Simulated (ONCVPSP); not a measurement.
# Cutoff test, Fe, ONCV

```
Element                 : Fe
Generator               : ONCVPSP 4.0.1
Type                    : optimised norm-conserving Vanderbilt (ONCV)
Functional              : LDA (Perdew-Zunger)
Relativity              : scalar-relativistic
Frozen core             : [Ar]
Valence charge          : 8
Reference configuration : 3d6 4s1.5 (charge +0.5)
Partial waves           : 4s: rc 1.85 bohr, ncon 4, nbas 8, qcut 3.9 1/bohr, 2 projectors, debl 3.5 Ha; p scattering state at 0.03 Ha: rc 1.70 bohr, ncon 5, nbas 9, qcut 4.4 1/bohr, 2 projectors, debl 1 Ha; 3d: rc 1.25 bohr, ncon 3, nbas 8, qcut 15.3 1/bohr, local
Local potential         : the d channel
Core correction         : none
```

Problem. For each optimised wave give the share of its norm inside rc, the residual kinetic energy above qcut (Ha) and the cutoffs (Ha) for errors of 10, 1, 0.1 and 0.01 mHa per electron.

Solution.

```json
{"wave": "4s", "norm inside rc": "0.168", "residual KE": "3.6e-04", "10 mHa": "2.7", "1 mHa": "4.5", "0.1 mHa": "40.8", "0.01 mHa": "52.6"}
{"wave": "s projector 2", "norm inside rc": "0.114", "residual KE": "2.7e-02", "10 mHa": "8.3", "1 mHa": "10.0", "0.1 mHa": "33.8", "0.01 mHa": "65.5"}
{"wave": "p projector 1", "norm inside rc": "0.112", "residual KE": "4.6e-02", "10 mHa": "46.8", "1 mHa": "85.8", "0.1 mHa": "96.2", "0.01 mHa": "117.5"}
{"wave": "p projector 2", "norm inside rc": "0.121", "residual KE": "1.1e-02", "10 mHa": "11.6", "1 mHa": "104.7", "0.1 mHa": "120.4", "0.01 mHa": "133.4"}
{"wave": "3d", "norm inside rc": "0.674", "residual KE": "1.2e-08", "10 mHa": "59.9", "1 mHa": "73.5", "0.1 mHa": "84.9", "0.01 mHa": "94.3"}
```

The occupied waves need 73 Ha and 85 Ha for 1 and 0.1 mHa. Note: ghosts flagged at negative energy: s at -73.7 eV, p at -390.7 eV, p at -57.6 eV; GHOST(+) flagged for s at 209.5 eV. A true bound ghost makes a file unfit for plane-wave use.
